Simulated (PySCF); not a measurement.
Radial density of Pm⁴⁰⁺ (promethium, charge +40)

TPSS, [Ar] 3d3, high-spin 4F determinant. All numbers are calculated (PySCF 2.14, the spin-free X2C one-electron Hamiltonian (Gaussian nucleus), in an even-tempered Gaussian basis (18 s from 7.3 bohr⁻², ratio 2.5; 12 p from 9.5 bohr⁻², ratio 2.5; 7 d from 9.5 bohr⁻², ratio 2.5; 4 f from 35 bohr⁻², ratio 2.7; 3 g from 53 bohr⁻², ratio 2.7)).

```json
{"r (bohr)": "0.0212", "4πr²ρ (e/bohr)": "77.19", "4πr²(ρα − ρβ)": "0.0115"}
{"r (bohr)": "0.0356", "4πr²ρ (e/bohr)": "72.20", "4πr²(ρα − ρβ)": "0.1633"}
{"r (bohr)": "0.0599", "4πr²ρ (e/bohr)": "99.14", "4πr²(ρα − ρβ)": "1.4565"}
{"r (bohr)": "0.101", "4πr²ρ (e/bohr)": "74.95", "4πr²(ρα − ρβ)": "7.2745"}
{"r (bohr)": "0.170", "4πr²ρ (e/bohr)": "52.90", "4πr²(ρα − ρβ)": "15.2364"}
{"r (bohr)": "0.285", "4πr²ρ (e/bohr)": "38.94", "4πr²(ρα − ρβ)": "7.6313"}
{"r (bohr)": "0.480", "4πr²ρ (e/bohr)": "1.972", "4πr²(ρα − ρβ)": "0.3482"}
{"r (bohr)": "0.807", "4πr²ρ (e/bohr)": "0.003207", "4πr²(ρα − ρβ)": "0.0007"}
```

Densities and radii are taken from the X2C orbitals without a picture-change correction, which distorts them close to the nucleus.

Spin-orbit coupling is strong in this species (close to jj coupling), so the high-spin LS determinant is a model state, not a physical level.
